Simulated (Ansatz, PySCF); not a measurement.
C₂H₁₀ClNSi₂, SMILES CN[Si@@H](Cl)C[SiH3]. Atoms are numbered in the order given.

```xyz
16

C      2.1772    -1.4701    -0.9045
N      1.1551    -0.4534    -0.8013
Si    -0.0150    -0.3728     0.4523
Cl     0.7953     0.1555     2.3108
C     -1.2981     0.8951    -0.0133
Si    -1.8562     0.7618    -1.8090
H      2.4493    -1.6539    -1.9566
H      3.1023    -1.2272    -0.3497
H      1.7960    -2.4211    -0.5010
H      1.4038     0.4211    -1.2533
H     -0.5754    -1.7370     0.6462
H     -0.9000     1.9069     0.1737
H     -2.1663     0.7737     0.6561
H     -3.0646     1.6108    -2.0475
H     -2.1988    -0.6521    -2.1502
H     -0.7726     1.2300    -2.7255
```
Charge 0, spin multiplicity 1.

Geometry optimised at PBE0-D3(BJ)/def2-SVP. The structure was generated by enumeration; whether it is a known compound was not checked. Other conformers were not sampled.

Two levels are set side by side: PBE-D3(BJ)/def2-SVP (Ansatz, a first-principles code) and PBE0-D3(BJ)/def2-SVP (Ansatz). Each level has its own optimised geometry; the coordinates shown are those of the second. Frequencies come from the Hessian of PySCF at each geometry. Differences are taken from unrounded values.

```csv
quantity,PBE0-D3(BJ),PBE-D3(BJ),PBE-D3(BJ) minus PBE0-D3(BJ)
mean bond length (Å),1.434,1.444,0.011
bond C1–N2 (Å),1.445,1.455,0.010
bond N2–Si3 (Å),1.717,1.732,0.015
bond Si3–Cl4 (Å),2.095,2.112,0.017
bond Si3–C5 (Å),1.863,1.876,0.013
bond C5–Si6 (Å),1.885,1.897,0.012
bond C1–H7 (Å),1.102,1.111,0.009
bond C1–H8 (Å),1.106,1.115,0.009
bond C1–H9 (Å),1.101,1.109,0.008
bond N2–H10 (Å),1.015,1.025,0.009
bond Si3–H11 (Å),1.488,1.498,0.011
bond C5–H12 (Å),1.103,1.111,0.008
bond C5–H13 (Å),1.103,1.111,0.008
bond Si6–H14 (Å),1.496,1.507,0.011
bond Si6–H15 (Å),1.494,1.504,0.010
bond Si6–H16 (Å),1.494,1.505,0.010
highest harmonic wavenumber (cm⁻¹),3621,3494,-127
mean harmonic wavenumber (cm⁻¹),1235,1195,-40
zero-point energy (kcal/mol),74.15,71.76,-2.39
```

GGA bonds tend to be longer and softer than those of functionals with exact exchange. Differences between two approximate levels are no errors against the true value.
